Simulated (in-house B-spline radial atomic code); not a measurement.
**Removing one electron from Te6+**

Closed shell [Kr] 4d10. Computed with a B-spline radial code for spherical atoms: Koopmans values of Dirac-Hartree-Fock plus a diagonal self-energy, in second order or with its direct term screened (direct RPA, with the hole-particle interaction, or full time-dependent Hartree-Fock), linearised in energy; no-pair Dirac-Coulomb Hamiltonian, finite nucleus. Shifts add to the Koopmans value (the ΔSCF shift is orbital relaxation alone); the final value takes TDHF screening with Breit and QED.

Command:
```bash
python run_mb.py task.json out
```
Settings (nuclear radius in fm, box in bohr, cutoff in hartree):
```
basis_form          2
Z                   52
core_configuration  [Kr] 4d10
rms_radius          4.7423
mass_number         130
speed_of_light      137.036
box_radius          9.762
lmax                7
intervals           62
virtual_cutoff      10816.0
```

Cost of the run: 74 s on 1 thread of Arm Neoverse V1, on a shared host.

Energies in eV:

| subshell | Koopmans | ΔSCF shift | second order | direct RPA | hole-particle | TDHF | Breit + QED | final |
| --- | --- | --- | --- | --- | --- | --- | --- | --- |
| 4d5/2 | 124.43 | -1.709 | ? | ? | ? | ? | ? | ? |
| 4d3/2 | 126.04 | -1.775 | -0.639 | 0.046 | -0.215 | -0.225 | -0.024 | 125.79 |

Problem. What does the self-energy do to 4d5/2?

Solution. It shifts the removal energy by -0.585 eV in second order, 0.073 with direct RPA, -0.180 with the hole-particle term and -0.187 with TDHF screening (quasi-particle weight 0.974); Breit and QED add 0.017 eV. The final value is 124.26 eV, against 124.2 ± 0.06 eV (NIST, measured).
